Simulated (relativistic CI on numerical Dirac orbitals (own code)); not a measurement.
# Energy levels of Zn XXII

Method of calculation: Dirac-Coulomb-Breit CI, separate exchange-only KLI orbitals for each configuration, QED by a radiative potential, unscaled Slater integrals (own radial code, finite nucleus).

Configuration list (outside the closed core 1s2): 2s2.2p5, 2s.2p6, 2p6.3s, 2p6.3p, 2p6.3d, 2s2.2p4.3s, 2s2.2p4.3p, 2s2.2p4.3d, 2s.2p5.3s, 2s.2p5.3p, 2s.2p5.3d, 2s2.2p4.4s, 2s2.2p4.4p, 2s2.2p4.4d, 2s2.2p4.4f, 2s.2p5.4s, 2s.2p5.4p, 2s2.2p3.3s2, 2s2.2p4.5s, 2s.2p5.4d, 2s2.2p4.5p, 2s.2p5.4f, 2s2.2p4.5d, 2s2.2p4.5f, 2s2.2p3.3s.3p, 2s2.2p4.5g, 2s2.2p3.3p2, 2s2.2p3.3s.3d, 2s2.2p3.3p.3d, 2s.2p4.3s2, 2s.2p4.3s.3p, 2s2.2p3.3d2, 2s.2p5.5s, 2s.2p5.5p, 2s.2p5.5d, 2s.2p4.3p2. Levels of other configurations are missing.

The lowest level is 2s2.2p5 2P°_3/2, with 100 % of that term; Hund's rules for 2s2.2p5 give 2P° with J = 3/2, in agreement.

```csv
No.,Configuration,Term,J,E (Ry),%,Next component (%)
1,2s2.2p5,2P°,3/2,0.0000,100,
2,2s2.2p5,2P°,1/2,1.7927,100,
3,2s.2p6,2S,1/2,12.4581,100,
4,2p4(3P).3s,4P,5/2,81.2964,86,13 2D
5,2p4(3P).3s,2P,3/2,81.5991,61,22 4P
6,2p4(3P).3s,4P,1/2,82.3791,59,31 2S
7,2p4(3P).3s,4P,3/2,82.9760,76,22 2P
8,2p4(3P).3s,2P,1/2,83.2198,77,20 4P
9,2p4(1D).3s,2D,5/2,83.8415,86,13 4P
10,2p4(1D).3s,2D,3/2,83.9070,82,17 2P
11,2p4(3P).3p,4P°,3/2,84.0605,51,20 2P°
12,2p4(3P).3p,4P°,5/2,84.1504,46,32 4D°
13,2p4(3P).3p,2P°,1/2,84.5399,55,26 4P°
14,2p4(3P).3p,2D°,5/2,84.5784,57,27 4P°
15,2p4(3P).3p,4D°,7/2,84.6124,85,15 2F°
16,2p4(3P).3p,4D°,1/2,85.2369,51,30 2P°
17,2p4(3P).3p,2D°,3/2,85.3825,33,30 4S°
18,2p4(3P).3p,4D°,3/2,85.6456,56,26 2P°
19,2p4(3P).3p,4P°,1/2,85.6543,61,17 2S°
20,2p4(3P).3p,2P°,3/2,86.0118,53,20 4P°
21,2p4(1S).3s,2S,1/2,86.0532,64,20 4P
22,2p4(3P).3p,4D°,5/2,86.1912,58,21 2D°
23,2p4(3P).3p,2S°,1/2,86.3891,40,30 2P°
24,2p4(3P).3p,2D°,3/2,86.4398,58,30 4S°
25,2p4(1D).3p,2F°,5/2,86.6270,73,22 2D°
26,2p4(1D).3p,2F°,7/2,87.0328,85,15 4D°
27,2p4(1D).3p,2D°,3/2,87.1364,67,25 2P°
28,2p4(1D).3p,2D°,5/2,87.3218,84,10 2F°
29,2p4(1D).3p,2P°,3/2,87.6626,83,12 2D°
30,2p4(3P).3d,4D,5/2,88.0078,66,10 2D
31,2p4(3P).3d,4D,7/2,88.0373,68,21 4F
32,2p4(3P).3d,4D,3/2,88.0565,53,20 4P
33,2p4(1D).3p,2P°,1/2,88.1237,84,9 4D°
34,2p4(3P).3d,2P,1/2,88.1618,41,34 4D
35,2p4(3P).3d,4F,9/2,88.2716,84,16 2G
36,2p4(3P).3d,2F,7/2,88.3741,60,20 4F
37,2p4(3P).3d,4P,1/2,88.6136,54,29 2P
38,2p4(3P).3d,2D,3/2,88.8127,46,41 4P
39,2p4(3P).3d,2F,5/2,88.9736,35,30 2D
40,2p4(3P).3d,4F,3/2,89.3078,55,25 2D
41,2p4(1S).3p,2P°,3/2,89.3242,67,11 2D°
42,2p4(3P).3d,4F,5/2,89.3851,48,25 2D
43,2p4(1S).3p,2P°,1/2,89.4278,86,9 4D°
44,2p4(3P).3d,4D,1/2,89.5953,64,29 2P
45,2p4(3P).3d,4F,7/2,89.8307,51,25 4D
```

Energies count from the lowest computed level; ° marks odd parity. Percentages are summed over parent terms; the parents shown are those of the largest component, closed shells are left out there.

The mean weight of the leading LS term, summed over parents, in these 45 levels is 66 %, and that of the leading jj configuration (from the same eigenvectors) 84 %, so jj coupling describes them better and the LS labels are nominal.

At this charge energies of transitions that change n are usually good to better than 1 %, and those within a shell (Δn = 0) to a few per cent.

LS names give the leading component of a level, which can be under half, so a name can repeat, a term be missing and a line seem to break the LS rules.
